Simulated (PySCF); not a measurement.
BH2, charge +1.

```xyz
3

B      0.0000     0.0000     0.0000
H      0.0000     0.0000    -1.1774
H      0.0000     0.0000     1.1774
```
Charge +1, spin multiplicity 1.

The structure is a stationary point at r2SCAN-D4/def2-TZVPD.

These are KT2/pcSseg-2 run with PySCF values and carry that method's errors. Non-relativistic, no solvent.

**Question.** Give the absolute GIAO shielding of each atom: isotropic value and principal components (ppm). (An estimate is asked for; the answer gives what the named calculation found.)

**Answer.** 
| atom | σ(iso) | σ11 | σ22 | σ33 | span |
|---|---|---|---|---|---|
| B1 | 4.4 | -91.4 | -91.4 | 196.1 | 287.5 |
| H2 | 26.6 | 24.8 | 24.8 | 30.2 | 5.4 |
| H3 | 26.6 | 24.8 | 24.8 | 30.2 | 5.4 |
